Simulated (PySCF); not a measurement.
F₄Hf, SMILES [F][Hf]([F])([F])[F] (connectivity only; charge and spin as stated), charge +1, multiplicity 2.

Geometry optimised at r2SCAN-D4/def2-SVP. The multiplicity is an assumed one; other spin states were not compared. The isomer is the one that the SMILES or the coordinates give; other isomers of the formula were not compared. The def2 effective core potentials stand for the cores of Hf; spin–orbit coupling is left out.

Method: TDA-ωB97X/def2-SVPD in PySCF.

Vertical excitations; the highest root listed may be one member of a degenerate set. Gas-phase values at a fixed geometry.

Computed excitation energies, oscillator strengths and character:
| state | energy (eV) | λ (nm) | f | main pairs |
|---|---|---|---|---|
| root 1 | 0.14 | 8995 | 0.000 | β HOMO−3→LUMO (degenerate set) |
| root 2 | 0.14 | 8995 | 0.000 | β HOMO−4→LUMO (degenerate set) |
| root 3 | 0.21 | 5861 | 0.000 | β HOMO−5→LUMO 99 % |
| root 4 | 0.61 | 2041 | 0.018 | β HOMO→LUMO, β HOMO−7→LUMO (degenerate set) |
| root 5 | 0.61 | 2041 | 0.018 | β HOMO−1→LUMO, β HOMO−8→LUMO (degenerate set) |
| root 6 | 0.97 | 1278 | 0.000 | β HOMO−6→LUMO 99 % |
| root 7 | 1.32 | 942 | 0.000 | β HOMO−9→LUMO 99 % |
| root 8 | 1.41 | 880 | 0.000 | β HOMO−10→LUMO 99 % |
| root 9 | 1.50 | 828 | 0.033 | β HOMO−7→LUMO, β HOMO→LUMO, β HOMO−8→LUMO (degenerate set) |
| root 10 | 1.50 | 828 | 0.033 | β HOMO−8→LUMO, β HOMO−1→LUMO, β HOMO−7→LUMO (degenerate set) |
Unrestricted roots are not spin-pure.
